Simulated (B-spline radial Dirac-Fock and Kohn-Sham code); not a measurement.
## Relativistic shifts of the levels of Kr¹⁸⁺

System: the Kr¹⁸⁺ ion in the configuration [Ne] 3s2 3p6.

Both columns are ΔSCF binding energies of the configuration average from a radial atomic solver: non-relativistic Hartree-Fock with a point nucleus, and Dirac-Fock with a finite nucleus and the Coulomb interaction alone, averaged over the two j levels with weights 2j+1.

```
shell  Hartree-Fock (eV)  Dirac-Fock (eV)  shift (eV)  shift (%)
   1s            14809.0          15066.9     +257.87      +1.74
   2s             2574.2           2634.6      +60.46      +2.35
   2p             2387.1           2402.4      +15.23      +0.64
   3s              855.3            869.9      +14.57      +1.70
   3p              783.9            788.5       +4.58      +0.58
```

Relativity binds 1s, 2s, 2p, 3s, 3p more strongly, among those listed most of all 2s in relative terms.

Values without a named source are computed, but for edge energies of neutral atoms, which are taken from tables.
